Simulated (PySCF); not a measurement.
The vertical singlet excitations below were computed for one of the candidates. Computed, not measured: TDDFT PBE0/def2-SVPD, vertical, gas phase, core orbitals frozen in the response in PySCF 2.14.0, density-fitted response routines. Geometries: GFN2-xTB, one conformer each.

```
state  λ (nm)       f
   S1   198.3  0.0002
   S2   189.6  0.0031
   S3   169.1  0.0049
   S4   166.6   0.027
   S5   164.4   0.236
   S6   161.6   0.084
```

Triplets computed (Tamm–Dancoff): 4.46, 5.96 eV.

Question: Which candidate is it? All have the formula C5H8O2.
A. `C(CO)=C=CCO`
B. `C=CCC(=O)OC`
C. `C1OCC12COC2`
D. `C1(C=C)OCCO1`
E. `CCC(=C=O)OC`

Answer: D. Its S1 lies at 6.25 eV; the nearest of the others has S1 at 5.87 eV. S1 is HOMO→LUMO (87%), HOMO-1→LUMO (9%). Löwdin shares by element: HOMO oxygen 45%, carbon 24% or more (atoms not listed hold the other 31%); LUMO carbon 72% or more, hydrogen 6% or more (atoms not listed hold the other 22%). At the same level the other candidates give, for their lowest levels:
- `C=CCC(=O)OC`: 211 nm (f 0.012); 182 nm (f 0.050); 172 nm (f 0.085); 168 nm (f 0.024); 159 nm (f 0.014); T1 4.45 eV; HOMO -7.65, LUMO -0.15 eV
- `C1OCC12COC2`: 187 nm (f 0.001 summed over 2 states); 178 nm (f 0.073 summed over 2 states); 162 nm (f 0.000); 160 nm (f 0.000); 159 nm (f 0.000) [of 8 roots; the last level is left out, as the window may have cut its degenerate partner]; T1 6.35 eV; HOMO -7.52, LUMO 0.54 eV
- `OCC=C=CCO`: 220 nm (f 0.000); 199 nm (f 0.001); 187 nm (f 0.009); 184 nm (f 0.041); 180 nm (f 0.030); T1 4.53 eV; HOMO -7.50, LUMO -0.17 eV
- `CCC(=C=O)OC`: 516 nm (f 0.000); 233 nm (f 0.011); 205 nm (f 0.011); 198 nm (f 0.010); 196 nm (f 0.002); T1 1.91 eV; HOMO -5.95, LUMO -1.47 eV
